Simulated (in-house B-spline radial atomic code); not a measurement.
Settings and results of a run for the xenon ion Xe⁴⁺ (an excited or competing configuration). Method: non-relativistic Hartree-Fock, spin-polarised, averaged over the determinants with the given up and down occupations, point nucleus. Calculated with a B-spline radial code for spherical atoms.

Command:
```bash
python run_scf.py task.json out
```
Settings:
```
Z                54
configuration    [Kr] 4d10 4f1 5s2 5p1
hamiltonian      nr
method           hf
spin_polarised   True
```

Output (hartree, bohr):
```
 radial grid: 53 intervals, B-splines of order 8, outer radius 30.8511 bohr

 iter        energy (Eh)    residual
    1       -7208.281781    7.21e-01
    2       -7221.281035    5.59e-01
    3       -7227.056392    1.28e-01
    4       -7227.485626    3.80e-02
    5       -7227.509793    1.82e-02
    6       -7227.517861    1.55e-03
    7       -7227.517918    6.86e-04
    8       -7227.517925    6.56e-05
    9       -7227.517925    8.84e-06
   10       -7227.517925    1.07e-06
   11       -7227.517925    4.77e-08

 total energy                     -7227.51793
 kinetic                            7227.5179
 electron-nucleus                 -17074.1487
 electron-electron                  2619.1128

 orbital      occ     eigenvalue          <r>       <r^2>       <1/r>       r_max
 1s up      1.000     -1226.0822    0.0281408  0.00105914     53.4696     0.01865
 1s down    1.000     -1226.0787    0.0281407  0.00105914     53.4697     0.01865
 2s up      1.000      -190.9876     0.120864    0.017157     12.3109      0.1027
 2s down    1.000      -190.9866     0.120863   0.0171567     12.3109      0.1027
 2p up      3.000      -179.4344     0.103075   0.0129133     12.2924     0.08043
 2p down    3.000      -179.4317     0.103077   0.0129136     12.2922     0.08043
 3s up      1.000       -41.7881      0.31863    0.115822     4.52835      0.2913
 3s down    1.000       -41.7780      0.31859    0.115788      4.5288      0.2912
 3p up      3.000       -36.8334     0.309397    0.110798     4.44497      0.2784
 3p down    3.000       -36.8212     0.309369    0.110773     4.44522      0.2784
 3d up      5.000       -27.7385      0.28028   0.0926034      4.3053      0.2266
 3d down    5.000       -27.7293     0.280186   0.0925295     4.30632      0.2266
 4s up      1.000        -9.4580     0.745901    0.626659     1.84079      0.6873
 4s down    1.000        -9.4227     0.745495    0.625763     1.84117      0.6872
 4p up      3.000        -7.6098      0.77923    0.689707     1.73647      0.7056
 4p down    3.000        -7.5684     0.778418    0.687818     1.73736      0.7056
 4d up      5.000        -4.3997      0.87016    0.878761     1.50792      0.7475
 4d down    5.000        -4.3495      0.86593    0.868755     1.51345      0.7465
 4f up      1.000        -1.1618      1.62758     3.36225     0.82175       1.074
 5s up      1.000        -2.3519      1.81313     3.66201    0.708942       1.652
 5s down    1.000        -2.2197      1.81838     3.68806    0.707517        1.65
 5p up      1.000        -1.9081      2.00197     4.47605    0.638889       1.813
```

Cost of the run: 0.18 s on 1 thread of Arm Neoverse V2, with other jobs on the host.
